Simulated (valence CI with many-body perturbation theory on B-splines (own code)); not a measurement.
**Questions on Rh39+**

Calculated by valence CI with perturbative core correlation (CI+MBPT): four valence electrons over a frozen Dirac-Fock core [He], radial functions for each j: 11 s, 11 p, 9 d, 7 f, 5 g, 2 h, 1 i, with the one-electron correlation potential Σ1, the two-electron term Σ2, the three-electron term Σ3, Breit, model QED; selected CI, second order for the rest (own B-spline code, finite nucleus).

No measured spectrum was set against this ion. As an estimate, large intervals hold to a few tenths of a per cent, small ones and those within an open d or f shell to about a per cent. Among the levels kept, up to 270 cm⁻¹ of a level comes from second order outside the variational space, and about a tenth of that is noise between levels of different J, which matters for small intervals.

Levels are named by their leading jj configuration (3d3/2^4 stands for four electrons in 3d with j = 3/2), which in mixed levels can hold well under half, so a name can repeat and another be missing.

Rates and lifetimes use the calculated energies. Strong lines usually hold to 10 to 20 %, long lifetimes can be off by a factor of two.

(1) What is the ground level?

(2) What are the static dipole polarisabilities of the lowest levels?

(3) Among levels below 3806.0 eV, which E1 lines absorb most strongly from the ground level?

(4) What is the ionisation energy?

(5) Name the longest-lived excited levels whose lifetime is computed, and their main decay.

## Answers

(1) (2s^2 2p1/2^2) J=0, composition 73 % 2s²2p² ³P + 26 % 2s²2p² ¹S.

(2) (2s^2 2p1/2^2) J=0 0.00107 bohr³, of which the core gives 2.02e-06.

(3) to (2s^2 2p1/2 3d3/2) J=1 at 0.3552 nm, f = 1.44; to (2s 2p1/2^2 3p3/2) J=1 at 0.3474 nm, f = 0.399; to (2s 2p1/2^2 2p3/2) J=1 at 3.697 nm, f = 0.137.

(4) 5950.5 eV; NIST lists 5940 ± 7 eV (semi-empirical).

(5) (2s^2 2p1/2 2p3/2) J=2 at 156.5 eV lives 50.2 μs, mostly by E2 to (2s^2 2p1/2^2) J=0; (2s^2 2p1/2 2p3/2) J=1 at 143.2 eV lives 49.5 ns, mostly by M1 to (2s^2 2p1/2^2) J=0; (2s^2 2p3/2^2) J=2 at 309.2 eV lives 26.0 ns, mostly by M1 to (2s^2 2p1/2 2p3/2) J=1.
